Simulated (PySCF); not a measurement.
## Basis and Hamiltonian dependence of the excitation energy of Be

Be [He] 2s2 (1S) → Be [He] 2p2 (3P). Calculated with PySCF 2.14 from differences of total energies of unrestricted determinants, without spin-orbit coupling. Values in eV.

```tsv
basis	Hamiltonian	functions	UHF	LDA	PBE0	MP2 (valence)	CCSD(T) (valence)	CCSD(T) (valence and next inner shell)
def2-TZVPPD	non-relativistic	22	6.463	6.002	6.244	7.049	7.486	7.471
aug-cc-pVDZ-DK	spin-free X2C	23	6.475	6.012	6.262	7.038	7.461	n/a
aug-cc-pVDZ	non-relativistic	23	6.469	6.005	6.256	7.032	7.456	n/a
aug-pcseg-2	non-relativistic	24	6.531	6.003	6.305	7.064	n/a	n/a
aug-cc-pCVDZ	non-relativistic	27	6.469	6.016	6.256	7.042	7.463	7.458
cc-pVTZ	non-relativistic	30	6.448	5.972	6.230	7.061	n/a	n/a
aug-cc-pCVTZ-DK	spin-free X2C	59	6.449	5.970	6.227	7.067	7.446	7.430
dyall-av3z	spin-free X2C	76	6.442	5.959	6.219	7.071	7.445	n/a
dyall-acv3z	non-relativistic	76	6.438	5.956	6.215	7.067	7.441	7.425
aug-cc-pVQZ-DK	spin-free X2C	80	6.444	5.961	6.222	7.076	7.441	n/a
aug-cc-pVQZ with one added diffuse shell each of s, p, d, f, g type	non-relativistic	105	6.440	5.958	6.218	7.072	n/a	n/a
aug-cc-pCVQZ-DK	spin-free X2C	109	6.443	5.961	6.220	7.079	n/a	n/a
aug-cc-pCVQZ	non-relativistic	109	6.440	5.957	6.216	7.075	n/a	n/a
aug-cc-pV5Z	non-relativistic	127	6.438	5.955	6.212	7.080	n/a	n/a
```

Frozen in the all-electron rows: valence: 1s2; valence and next inner shell: nothing.

Reference for a calculation without spin-orbit coupling: 7.401 eV (measured, between term centres; NIST).
